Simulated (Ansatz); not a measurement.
`OC[SiH2][SiH3]` → `C[SiH2][SiH2]O`  (isomerisation)

Gas-phase electronic energies from Ansatz, PBE0-D4/def2-TZVP geometries. CBS: MP2 limit from def2 TZ/QZ plus the TZ coupled-cluster correction, frozen cores. Functionals use def2-TZVPP. B3LYP here is the variant with VWN-RPA as its local correlation; programs differ in this. Each species was taken in one conformer, which may not be the lowest.

| level | ΔE (kJ/mol) | difference from CCSD(T)/CBS |
| --- | --- | --- |
| PBE-D4 | -176.6 | 16.7 |
| r2SCAN-D4 | -190.3 | 3.0 |
| PBE0-D4 | -183.4 | 9.9 |
| B3LYP-D4 | -187.5 | 5.8 |
| ωB97X-V | -185.9 | 7.4 |
| B2PLYP | -192.5 | 0.8 |
| B3LYP | -187.0 | 6.3 |
| SCS-MP2/def2-TZVPP | -195.8 | -2.5 |
| CCSD/def2-TZVPP | -191.2 | 2.1 |
| SCS-MP2/def2-QZVPP | -198.5 | -5.2 |
| CCSD(T)/CBS | -193.3 | 0 |

Largest T1 diagnostic among the species: 0.012.

From PBE to PBE0 (25 % exact exchange), in def2-TZVPP and without D4, ΔE moves by −6.7 kJ/mol.
